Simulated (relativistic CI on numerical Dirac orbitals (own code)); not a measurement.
**Ir⁺: resonant inelastic scattering at the L2,3 edge**

Computed with this model: Dirac-Coulomb-Breit CI, KLI orbitals optimised for each configuration, a model potential for QED, valence Slater integrals scaled by 0.9, Kramers-Heisenberg scattering through one core-hole configuration in a parametric crystal field; configurations [Xe] 4f14 5d8 → [He] 2s2 2p5 3s2 3p6 3d10 4s2 4p6 4d10 4f14 5s2 5p6 5d9; 10 K; core-hole width 5 eV; summed over polarisations. Incident energies are the highest absorption maxima for each field (at most a few, so the weaker spin-orbit partner edge can be absent), on the computed scale of the free ion. Intensities are in per cent of the strongest line above 0.02 eV; levels within 1 cm⁻¹ are merged; final levels count from the ground level, the first row holds all elastic scattering, lines under 0.4 are left out and each table stops after 24 rows. The scale of the Slater integrals is a model choice and moves the terms in proportion. The configuration is assumed, with all valence electrons in the open shell; the free ion's ground configuration is another.

Field parameters in Wybourne normalisation: Oh B⁴₀ = 21Dq, B⁴₄ = √(5/14) B⁴₀. The field is a parameter set, without covalency.

S is read from ⟨S²⟩ = S(S + 1).

Oh, 10Dq = 4050 cm⁻¹:

```csv
Final level (eV),Degeneracy,Irrep,S,11211.5 eV
0.000,3,T2,0.99,576.7
0.357,2,E,0.97,100.0
0.448,3,T1,0.98,90.2
0.614,1,A1,0.97,2.4
0.986,3,T2,0.90,52.7
1.014,2,E,0.61,11.8
1.108,1,A2,1.00,16.3
1.284,3,T1,1.00,2.0
1.464,3,T2,0.79,12.1
1.833,3,T2,0.97,45.0
2.204,2,E,0.97,5.5
2.326,1,A1,0.78,2.7
2.457,2,E,0.57,29.7
2.603,1,A1,0.38,4.3
2.708,3,T1,0.13,18.7
2.831,3,T2,0.42,21.9
3.156,2,E,0.25,1.4
3.182,3,T2,0.33,5.2
```

Oh, 10Dq = 9100 cm⁻¹:

```csv
Final level (eV),Degeneracy,Irrep,S,11211.8 eV
0.000,3,T2,0.99,463.5
0.833,2,E,0.84,100.0
1.052,3,T1,0.98,94.7
1.300,2,E,0.62,15.9
1.404,1,A1,0.90,4.4
1.421,3,T2,0.93,90.9
1.591,1,A2,1.00,23.8
1.998,3,T1,0.99,5.7
2.298,3,T2,0.91,52.4
2.327,3,T2,0.70,14.4
2.640,1,A1,0.36,10.4
2.685,2,E,0.74,31.6
3.132,3,T1,0.44,12.1
3.206,2,E,0.99,7.8
3.337,3,T1,0.81,8.7
3.535,3,T2,0.62,14.9
4.201,2,E,0.17,0.7
4.235,3,T2,0.24,2.5
6.581,1,A1,0.15,0.9
```

For the first field the strongest loss at the lowest incident energy is the level at 0.36 eV (S = 0.97, against 0.99 in the thermal ground state). Levels of other spin, the first over 8 % at 2.71 eV, appear because spin-orbit coupling of the core hole, and in heavier ions of the valence shell too, mixes spins.
